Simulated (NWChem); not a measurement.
System: boron monoxide dimer (B2O2); SMILES O=BB=O

```xyz
4

O      0.0000     0.0000    -2.0254
B      0.0000     0.0000    -0.8262
B      0.0000     0.0000     0.8262
O      0.0000     0.0000     2.0254
```
Atoms are numbered in this order, from 1.

Computed with NWChem. Geometry: optimised at PBE0/def2-SVP. GIAO values for the isolated, static molecule; σ is the absolute isotropic shielding, δ = σ(reference) − σ with the isolated reference molecule computed at the same levels (11B: boron trifluoride, 17O: water).

### Question
Estimate the computed values for PBE0/pcSseg-1. Quantities: δ O1 (ppm); δ B2 (ppm).

### Answer
```json
{
  "δ O1 (ppm)": "349.7",
  "δ B2 (ppm)": "0.4"
}
```
